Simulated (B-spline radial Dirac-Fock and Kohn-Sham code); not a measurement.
**Satellites and hypersatellites of the K lines of Pt²⁺**

System: the Pt²⁺ ion, configuration [Xe] 4f14 5d8.

Input file task.json (cfg lists n, l and occupation; rrms is the nuclear radius in fm):

```json
{"items": [{
  "Z": 78,
  "q": 2,
  "cfg": [[1, 0, 2], [2, 0, 2], [2, 1, 6], [3, 0, 2], [3, 1, 6], [3, 2, 10], [4, 0, 2], [4, 1, 6], [4, 2, 10], [4, 3, 14], [5, 0, 2], [5, 1, 6], [5, 2, 8]],
  "A": 195,
  "rrms": 5.427,
  "do": ["binding", "quiet", "double"]
}]}
```

Command: `python xray_run.py task.json out`

Level of theory: relaxed Dirac-Fock hole states (ΔSCF) with Breit and QED corrections and a finite nucleus; a B-spline atomic structure program. Each two-hole energy is an average over J within one jj subconfiguration, not an observable level; in light atoms, where LS coupling holds, the j-resolved values are not observed lines, and for a K spectator the Kα1 hypersatellite is nearly forbidden. Electron correlation is not included.

Lines without a spectator: Kα2 (K-L2) 65117.0 eV, Kα1 (K-L3) 66826.4 eV, Kβ3 (K-M2) 75358.8 eV, Kβ1 (K-M3) 75738.9 eV. Shifts in eV with one spectator hole (a dash: not computed, or left out as unreliable):

| spectator hole | Kα2 | Kα1 | Kβ3 | Kβ1 |
| --- | --- | --- | --- | --- |
| K (1s) | +1063.6 | +1154.1 | +1379.8 | +1401.0 |
| L2 (2p1/2) | +138.6 | +189.5 | – | +353.0 |
| L3 (2p3/2) | +99.0 | +110.9 | +256.2 | – |
| M2 (3p1/2) | – | +30.6 | +57.0 | +67.8 |
| M3 (3p3/2) | +15.57 | – | +46.5 | +47.5 |
